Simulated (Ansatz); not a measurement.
Reaction (formal loss of a carbene): `FC[SiH]([SiH3])Cl` → `[CH2]` (triplet) + `F[SiH]([SiH3])Cl`

Computed with Ansatz on PBE0-D4/def2-TZVP structures; ΔE is electronic, products minus reactants. CBS: MP2 limit from def2 TZ/QZ plus the TZ coupled-cluster correction, frozen cores. This one scheme is used for every species. Functionals use def2-TZVPP. B3LYP here is the variant with VWN-RPA as its local correlation; programs differ in this. Triplets are unrestricted, without spin–orbit coupling. One conformer a species, not always the lowest.

| level | ΔE (kJ/mol) | difference from CCSD(T)/CBS |
| --- | --- | --- |
| PBE-D4 | 253.3 | 24.4 |
| PBE0-D4 | 238.8 | 9.9 |
| B3LYP-D4 | 231.2 | 2.3 |
| ωB97X-V | 249.1 | 20.2 |
| ωB97M-V | 238.4 | 9.5 |
| B2PLYP | 221.3 | -7.6 |
| r2SCAN | 210.3 | -18.6 |
| PBE0 | 232.6 | 3.7 |
| HF/def2-TZVPP | 81.1 | -147.8 |
| MP2/def2-TZVPP | 223.8 | -5.1 |
| CCSD/def2-TZVPP | 208.2 | -20.7 |
| HF/def2-QZVPP | 78.8 | -150.1 |
| MP2/def2-QZVPP | 227.8 | -1.1 |
| SCS-MP2/def2-QZVPP | 233.5 | 4.6 |
| HF/CBS(def2) | 78.5 | -150.4 |
| MP2/CBS(def2) | 232.2 | 3.3 |
| CCSD(T)/CBS | 228.9 | 0 |

Largest T1 diagnostic among the species: 0.012.

From PBE to PBE0 (25 % exact exchange), in def2-TZVPP and without D4, ΔE moves by −13.7 kJ/mol. The D4 term adds +11.2 kJ/mol with B3LYP and +6.2 kJ/mol with PBE0; it sums over pairs of atoms, weighted by their polarisabilities, and B3LYP, whose exchange is more repulsive, gets the larger term.
